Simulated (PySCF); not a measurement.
Two species compared at the same levels of theory.

First species: C6H5F3O.
Cartesian coordinates in Å at the PBE0-D3(BJ)/def2-SVP level; atoms count from 1:
```xyz
15
C6H5F3O angstrom
C      2.548   -0.415    0.060
C      1.632    0.539    0.270
C      0.170    0.457    0.155
C     -0.578    1.551    0.418
C     -0.481   -0.822   -0.242
O      0.106   -1.853   -0.442
C     -2.027   -0.852   -0.419
F     -2.425    0.036   -1.333
F     -2.415   -2.049   -0.809
F     -2.648   -0.564    0.730
H      2.278   -1.426   -0.240
H      3.607   -0.180    0.191
H      1.982    1.534    0.570
H     -0.093    2.484    0.716
H     -1.665    1.563    0.354
```

Second species: C₃H₁₆Si₄.
InChI=1S/C3H16Si4/c1-7(2-4)3(5)6/h3,7H,2H2,1,4-6H3/t7-/m0/s1

Levels: wB97X-D/def2-SVPD for dipole moment, HOMO energy, LUMO energy, HOMO–LUMO gap, static isotropic polarisability and electronic spatial extent ⟨r²⟩ about the centre of nuclear charge; TDDFT wB97X-D/def2-SVPD for lowest singlet excitation; TDA wB97X-D/def2-SVPD for lowest triplet excitation (Tamm–Dancoff); ΔSCF wB97X-D/def2-SVPD for vertical ionisation energy; PBE0-D3(BJ)/def2-SVP for rotational constant A and rotational constant C. Geometries: PBE0-D3(BJ)/def2-SVP. Each structure is a single optimised conformer of the isolated species, non-relativistic unless stated; the electronic structure was computed with PySCF and density fitting.

The conformers computed, where there is a choice (atom-mapped SMILES and torsion angles):
- `[CH2:1]=[CH:2][C:3](=[CH2:4])[C:5](=[O:6])[C:7]([F:8])([F:9])[F:10]`: C1–C2–C3–C4 180°, C2–C3–C5–O6 3°, C3–C5–C7–F8 58°
- `[CH3:1][Si@@H:2]([CH2:3][SiH3:4])[CH:5]([SiH3:6])[SiH3:7]`: C1–Si2–C3–Si4 -55°, C1–Si2–C5–Si6 -47°

**Question.** Which has the higher HOMO–LUMO gap?

**Answer.** The second: 11.95 eV against 8.45 eV, a difference of 3.50 eV.

**Question.** Which of the two has the higher ⟨r²⟩, and by how much?

**Answer.** The second: 2250 bohr² against 1428 bohr², a difference of 822 bohr².

**Question.** Which has the higher S1 energy?

**Answer.** The second: 7.89 eV against 3.85 eV, a difference of 4.04 eV.

**Question.** Which of the two has the higher rotational constant C, and by how much?

**Answer.** The first: 0.784 GHz against 0.556 GHz, a difference of 0.228 GHz.

**Question.** Which of the two has the higher HOMO energy, and by how much?

**Answer.** The first: -9.31 eV against -10.18 eV, a difference of 0.87 eV.

**Question.** Which of the two has the higher rotational constant A, and by how much?

**Answer.** The first: 2.415 GHz against 1.558 GHz, a difference of 0.857 GHz.

**Question.** Which of the two has the higher static isotropic polarisability, and by how much?

**Answer.** The second: 144.2 au against 80.1 au, a difference of 64.1 au.

**Question.** Which of the two has the higher T1 energy, and by how much?

**Answer.** The second: 7.60 eV against 2.91 eV, a difference of 4.69 eV.

On the first: The dipole equals about 10.5 × 10⁻³⁰ C·m (1 D = 3.33564 × 10⁻³⁰ C·m). The 10 singlets span 3.85 to 8.19 eV, and their oscillator strengths add up to 0.81.

On the second: The ΔSCF ionisation energy falls short of −ε(HOMO) by 0.06 eV with wB97X-D.
